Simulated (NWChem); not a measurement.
System: TaOCl2, doublet; SMILES [O]=[Ta]([Cl])[Cl]

All runs: NWChem. Spin-unrestricted. Medium grid unless said otherwise, to which SCAN and Minnesota functionals are sensitive. In the optimisation the excess spin sits in a' (Cs, its own frame). All runs use the structure optimised with PBE0/def2-SVP, spin-unrestricted. This spin state was assumed; another may lie lower. No stability test was run on the SCF state. def2 effective core potentials on Ta; no spin-orbit coupling. Total energies of different functionals are on different scales.

```tsv
level	energy (Ha)	highest occupied level (eV)	lowest empty minus highest occupied level, either spin (eV)	dipole (D)	<S²>
M06-2X/def2-SVP	-1052.2996	-8.62	4.10	1.66	0.755
M05-2X/def2-SVP	-1052.3474	-8.68	4.33	1.83	0.753
BHandHLYP/def2-SVP	-1052.2947	-8.51	5.86	1.90	0.754
```
